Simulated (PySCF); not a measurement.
Molfile (atoms numbered from 1):
```
C5H5OS
     RDKit          3D

 12 12  0  0  0  0  0  0  0  0999 V2000
   -1.6869   -0.3127    0.2578 C   0  0  0  0  0  0  0  0  0  0  0  0
   -0.2426   -0.0243    0.0311 C   0  0  0  0  0  0  0  0  0  0  0  0
    0.8539   -0.9102    0.1316 C   0  0  0  0  0  0  0  0  0  0  0  0
    1.9713   -0.1940   -0.1649 C   0  0  0  0  0  0  0  0  0  0  0  0
    1.6466    1.0966   -0.4492 O   0  0  0  0  0  0  0  0  0  0  0  0
    0.2878    1.2052   -0.3314 C   0  0  0  0  0  0  0  0  0  0  0  0
   -0.4842    2.6780   -0.6190 S   0  0  0  0  0  0  0  0  0  0  0  0
   -2.0477   -1.1024   -0.4076 H   0  0  0  0  0  0  0  0  0  0  0  0
   -1.8772   -0.6256    1.2889 H   0  0  0  0  0  0  0  0  0  0  0  0
   -2.2496    0.5979    0.0600 H   0  0  0  0  0  0  0  0  0  0  0  0
    0.8175   -1.9546    0.3907 H   0  0  0  0  0  0  0  0  0  0  0  0
    3.0123   -0.4545   -0.2141 H   0  0  0  0  0  0  0  0  0  0  0  0
  1  2  1  0
  2  3  1  0
  3  4  2  0
  4  5  1  0
  5  6  1  0
  6  7  1  0
  6  2  2  0
  1  8  1  0
  1  9  1  0
  1 10  1  0
  3 11  1  0
  4 12  1  0
M  CHG  1   7  -1
M  END
```

Geometry: GFN2-xTB; GIAO absolute shieldings from PySCF 2.14.0 with density-fitted response routines, gas phase, non-relativistic, averaged over equivalent atoms.

At LDA/STO-3G (44 basis functions, 4.5 s wall time on 1 thread of an Intel Xeon Platinum 8488C, shared host):
```tsv
atoms	σ (ppm)
C6	98.5
C4	130.3
C3	137.6
C2	147.4
C1	213.9
O5	157.8
S7	479.2
H12	28.16
H11	28.63
H8/H9/H10	31.82
```

What do these become at PBE0/STO-3G?

## Answers


```csv
atoms,σ at PBE0/STO-3G,change
C6,90.5,-8.0
C4,130.4,+0.1
C3,138.0,+0.4
C2,149.4,+2.0
C1,215.9,+2.0
O5,166.8,+9.0
S7,527.3,+48.1
H12,28.31,+0.15
H11,28.84,+0.21
H8/H9/H10,32.09,+0.27
```

The largest change is at S7 (sulfur bonded to C). Cost: 44 basis functions, 3.6 s wall time on 1 thread of an Intel Xeon Platinum 8488C, shared host. The order of the carbon signals is the same at both levels.
